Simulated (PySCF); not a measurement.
C3H5BFNO, SMILES C/N=C/B(F)C=O. Atoms are numbered in the order given.

```xyz
12

C     -0.5131     2.9409     0.0000
N      0.2733     1.7354     0.0000
C     -0.3234     0.6034     0.0000
B      0.5111    -0.7186     0.0000
F      1.8326    -0.7064     0.0000
C     -0.2233    -2.1513     0.0000
O     -1.4361    -2.2335     0.0000
H     -1.6086     2.7707     0.0000
H     -0.2376     3.5468    -0.8804
H     -0.2376     3.5468     0.8804
H     -1.4324     0.5359     0.0000
H      0.4014    -3.0885     0.0000
```

Coordinates come from a B3LYP-D3(BJ)/def2-SVP optimisation. The structure was generated by enumeration; whether it is a known compound was not checked. The values are those of a single conformer.

Level of theory: B3LYP-D3(BJ)/def2-SVP (PySCF).

Frequencies are harmonic and unscaled.

Computed harmonic wavenumbers and intensities:
| mode | ν (cm⁻¹) | IR (km/mol) | Raman (Å⁴/amu) | depolarisation | moving atoms (share of kinetic energy) |
|---|---|---|---|---|---|
| 1 | 65 | 6.6 | 4.1 | 0.75 | C 40 %, H 31 %, O 16 %, F 11 % |
| 2 | 84 | 7.4 | 2.6 | 0.75 | H 42 %, C 34 %, O 14 % |
| 3 | 114 | 5.8 | 1.7 | 0.75 | O 36 %, C 28 %, F 18 %, H 12 % |
| 4 | 179 | 1.7 | 0.2 | 0.75 | H 33 %, C 31 %, N 25 %, F 8 % |
| 5 | 220 | 6.7 | 0.5 | 0.35 | F 31 %, C 25 %, O 19 %, N 18 % |
| 6 | 221 | 13.9 | 0.5 | 0.75 | H 66 %, N 26 % |
| 7 | 371 | 3.2 | 1.0 | 0.33 | C 28 %, N 24 %, F 21 %, H 16 %, O 11 % |
| 8 | 470 | 4.2 | 7.0 | 0.18 | F 28 %, C 26 %, O 19 %, H 10 %, B 9 % |
| 9 | 502 | 11.6 | 2.6 | 0.75 | B 59 %, H 27 %, C 8 % |
| 10 | 566 | 64.1 | 1.2 | 0.73 | C 50 %, B 14 %, O 12 %, H 11 %, F 8 % |
| 11 | 807 | 4.4 | 1.4 | 0.75 | C 56 %, H 22 %, F 17 % |
| 12 | 903 | 0.0 | 11.4 | 0.75 | H 68 %, C 25 % |
| 13 | 979 | 17.4 | 3.0 | 0.75 | H 56 %, C 30 %, B 13 % |
| 14 | 1011 | 20.2 | 1.8 | 0.42 | C 46 %, N 29 %, H 20 % |
| 15 | 1128 | 0.8 | 0.0 | – | H 65 %, C 23 %, N 13 % |
| 16 | 1146 | 25.8 | 3.1 | 0.61 | H 59 %, B 18 %, C 17 % |
| 17 | 1157 | 69.1 | 0.6 | 0.37 | B 38 %, H 26 %, C 18 %, N 16 % |
| 18 | 1351 | 79.3 | 8.0 | 0.11 | H 56 %, B 24 %, F 9 % |
| 19 | 1377 | 18.8 | 35.5 | 0.55 | H 54 %, C 22 %, B 12 %, N 9 % |
| 20 | 1402 | 8.5 | 48.2 | 0.44 | H 85 %, C 13 % |
| 21 | 1439 | 172.7 | 9.9 | 0.66 | B 44 %, H 33 %, F 11 % |
| 22 | 1444 | 5.7 | 22.5 | 0.75 | H 96 % |
| 23 | 1461 | 48.9 | 22.5 | 0.65 | H 91 %, C 8 % |
| 24 | 1713 | 55.5 | 113.2 | 0.29 | C 53 %, N 42 % |
| 25 | 1790 | 49.3 | 16.4 | 0.55 | C 60 %, O 38 % |
| 26 | 2834 | 184.0 | 289.1 | 0.31 | H 92 % |
| 27 | 2971 | 38.1 | 181.2 | 0.04 | H 96 % |
| 28 | 2984 | 36.5 | 79.5 | 0.24 | H 92 % |
| 29 | 3074 | 17.3 | 188.9 | 0.31 | H 91 %, C 9 % |
| 30 | 3088 | 6.9 | 144.4 | 0.75 | H 91 %, C 9 % |
